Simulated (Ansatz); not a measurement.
Geometry optimisation, RHF/def2-SVP (Ansatz).

Input file:

```yaml
crystal:
  periodic: [false, false, false]
  atoms:
    - { symbol: W, position_ang: [0.487122, -0.437062, -0.293043] }
    - { symbol: Cl, position_ang: [0.637456, -0.274535, 3.291689] }
    - { symbol: Cl, position_ang: [2.801735, -0.473809, 0.120055] }
    - { symbol: Cl, position_ang: [-0.621238, 3.29989, -0.370993] }
    - { symbol: H, position_ang: [-0.864661, 0.250084, 0.443243] }
    - { symbol: Cl, position_ang: [-0.779106, -2.351341, -0.293721] }
    - { symbol: H, position_ang: [0.444421, 0.04821, -1.901027] }
    - { symbol: Br, position_ang: [0.987301, 2.045523, 0.34386] }
    - { symbol: H, position_ang: [0.523269, 0.962241, 2.836138] }
basis:
  gaussian: { orbitals: def2-SVP }
hamiltonian:
  xc: hf
relax:
  f_tol: 0.03
  max_steps: 50
```

Command:

```bash
$ ansatz run input.yaml --threads 4 --pin off --max-ram 5120MiB --backend cpu --events-out ev --progress --plain --runs-dir out
```

Question: Where does it end, and by what steps?

Answer: The run converged. The force dipped under the threshold on the way, but the program's further checks kept it going. After 37 steps the energy has fallen by 0.893 eV; Br8 moved furthest, 2.15 Å. Parted: W1–Br8 (2.61 → 5.48 Å).

```tsv
step	energy less start (eV)	largest force component (eV/Å)	accepted
0	0.0000	1.524	yes
2	-0.3710	0.455	yes
4	-0.5449	0.758	yes
6	-0.6736	0.443	yes
8	-0.7355	0.391	yes
10	-0.7710	0.284	yes
12	-0.8003	0.440	yes
14	-0.8019	0.395	no
16	-0.8294	0.054	yes
18	-0.8301	0.020	yes
20	-0.8310	0.068	yes
22	-0.8319	0.112	yes
24	-0.8314	0.236	no
26	-0.8366	0.073	yes
28	-0.8453	0.300	yes
30	-0.8699	0.425	yes
32	-0.8867	0.175	yes
34	-0.8905	0.072	yes
36	-0.8922	0.023	yes
37	-0.8927	0.025	yes
```

```xyz
9
Properties=species:S:1:pos:R:3
W 0.547 -1.200 -0.293
Cl 0.417 0.052 2.646
Cl 2.741 -0.586 -0.255
Cl -0.651 3.663 1.270
H -0.256 0.211 -0.714
Cl -1.114 -2.577 0.430
H 0.599 -1.832 -1.838
Br 1.364 4.141 0.633
H -0.031 1.195 2.297
```

Whether the end is a true minimum wasn't checked by a vibrational analysis.

Run time: 3.1 min on 4 threads of Arm Neoverse V1 (shared host), peak memory 0.57 GiB.
